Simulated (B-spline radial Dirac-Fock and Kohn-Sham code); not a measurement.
## Form factor and incoherent scattering function of Pd⁴⁺

System: the Pd⁴⁺ ion, configuration 1s2 2s2 2p6 3s2 3p6 3d10 4s2 4p6 4d4 5s2 (an excited configuration).

The computed values come from a radial atomic solver: Dirac-Fock orbitals of the configuration average with a finite nucleus. f₀ is the Fourier transform of the spherical electron density, S the Waller-Hartree incoherent function, and s = sin θ/λ.

```
s (Å⁻¹)      f₀       S
      0  42.000   0.000
   0.08  40.706   1.589
    0.1  40.037   2.310
   0.11  39.664   2.686
   0.13  38.855   3.445
   0.16  37.530   4.560
   0.18  36.602   5.273
   0.21  35.184   6.298
   0.25  33.314   7.609
   0.29  31.521   8.879
   0.34  29.434  10.403
    0.4  27.170  12.111
   0.47  24.856  13.948
   0.55  22.617  15.895
   0.64  20.547  17.890
   0.75  18.497  19.987
   0.88  16.482  22.016
   1.03  14.425  23.958
   1.21  12.194  25.967
   1.41  10.078  27.911
   1.65   8.159  29.900
   1.94   6.670  31.861
   2.27   5.698  33.609
```

f₀ starts at the number of electrons, 42, and has fallen to half at s ≈ 0.62 Å⁻¹. The sum of ⟨r²⟩ over the electrons is 28.96 bohr².
